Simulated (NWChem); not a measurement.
System: C₂H₆Cl₂Sn; SMILES [Sn]([Cl])([Cl])([CH3])[CH3]

Program: NWChem. def2 effective core potentials on Sn; no spin-orbit coupling. Each level has its own optimisation.

```csv
level,r C–Sn (Å),r C–H (Å),r Cl–Sn (Å),dipole (D)
"Hartree-Fock/STO-3G (all-electron, non-relativistic)",…,…,…,…
"LDA (Slater exchange, VWN5)/def2-SVP (core potentials)",2.119,1.108,2.347,3.69
PBE-D3(BJ)/def2-SVP (core potentials),2.154,1.106,2.379,3.79
```

**Question.** What belongs in the gaps?

**Answer.** 
- Hartree-Fock/STO-3G (all-electron, non-relativistic), r C–Sn (Å): 2.096
- Hartree-Fock/STO-3G (all-electron, non-relativistic), r C–H (Å): 1.082
- Hartree-Fock/STO-3G (all-electron, non-relativistic), r Cl–Sn (Å): 2.316
- Hartree-Fock/STO-3G (all-electron, non-relativistic), dipole (D): 4.16
